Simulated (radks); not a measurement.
All-electron atom: Ir LV in [Ar] 3d5. Calculated with a radial shooting solver on a logarithmic mesh with Libxc functionals: scalar-relativistic Kohn-Sham, LDA (Slater exchange, VWN5 correlation), spin-polarised, spherical densities, finite nucleus; open shells are filled with parallel spins first (spin-orbit coupling, left out, can overturn this in heavy ions); Fermi nuclear charge, rms radius 5.4032 fm.

Normalised radial functions P(r) = r R(r), r in bohr:

```
   r/bohr * 2p down (the largest magnitude, 3.74, reaches the edge; | marks zero)
 0.001676 |*
 0.002114 |*
 0.002688 | *
 0.003389 | *
 0.004309 |  *
 0.005434 |    *
 0.006908 |      *
 0.008711 |         *
  0.01107 |             *
  0.01397 |                   *
  0.01761 |                          *
  0.02239 |                                  *
  0.02824 |                                          *
   0.0359 |                                                 *
  0.04527 |                                                      *
  0.05755 |                                                      *
  0.07258 |                                                *
  0.09226 |                                     *
   0.1164 |                        *
   0.1479 |            *
   0.1865 |    *
   0.2371 |*
   0.2991 *
   0.3771 *
   0.4794 *
   0.6046 *
   0.7686 *
   0.9694 *
```

2p down: eigenvalue -15006.9 eV, 0 radial nodes, <r> = 0.0658 bohr, 90 % of the charge inside 0.107 bohr.
